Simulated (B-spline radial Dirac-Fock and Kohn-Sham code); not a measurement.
## How the binding energies of Pr³⁺ add up

System: praseodymium as Pr³⁺, 1s2 2s2 2p6 3s2 3p6 3d10 4s2 4p6 4d10 4f1 5s2 5p6 6s1 (not the ground configuration); nuclear rms radius 4.8919 fm (A = 141).

The computed values come from a radial atomic solver: relaxed Dirac-Fock hole states (ΔSCF) with Breit and QED corrections and a finite nucleus. The model has no electron correlation. Energies are counted from the vacuum level. Subshells whose hole state is unreliable or did not converge are left out.

All terms are in eV, carry their sign (relaxation lowers the binding energy) and add up to the binding energy; ⟨r⟩ is the mean radius of the orbital in the initial state.

```csv
subshell,−ε (Koopmans),relaxation,Gaunt,retardation,QED,binding energy,⟨r⟩ (bohr)
1s,42271.6,-70.39,-119.12,10.08,-56.00,42036.2,0.024
2s,6946.4,-37.58,-11.66,0.74,-7.35,6890.5,0.102
2p1/2,6549.8,-41.50,-20.56,2.29,0.41,6490.5,0.086
2p3/2,6066.2,-39.72,-14.63,2.83,-0.42,6014.2,0.092
3s,1581.6,-16.67,-1.76,0.07,-1.57,1561.6,0.271
3p1/2,1412.2,-17.33,-3.34,0.33,0.08,1392.0,0.261
3p3/2,1314.2,-16.60,-2.19,0.46,-0.08,1295.8,0.273
3d3/2,1022.4,-18.52,-1.13,0.06,0.16,1003.0,0.245
3d5/2,1001.6,-18.23,-0.63,0.07,0.10,982.9,0.248
4s,369.6,-5.95,-0.29,0.01,-0.35,363.0,0.619
4p1/2,303.5,-5.73,-0.60,0.06,0.03,297.3,0.637
4p3/2,282.0,-5.41,-0.35,0.09,0.00,276.3,0.662
4d3/2,171.3,-5.05,-0.07,0.00,0.04,166.2,0.712
4d5/2,167.4,-4.94,0.02,0.00,0.03,162.6,0.722
4f,50.27,-3.41,0.16,-0.02,0.03,47.02,0.914
5p1/2,61.54,-0.93,-0.08,0.01,0.01,60.54,1.586
5p3/2,57.89,-0.85,-0.04,0.01,0.00,57.02,1.650
6s,25.65,-0.04,-0.01,0.00,-0.01,25.59,3.313
```

For the deepest level, K (1s), the Breit terms make up -0.259 % of the binding energy, QED -0.133 % and orbital relaxation -0.167 %.

Spin-orbit splittings: 2p 476.2 eV, 3p 96.14 eV, 3d 20.06 eV, 4p 20.99 eV, 4d 3.68 eV, 5p 3.52 eV.
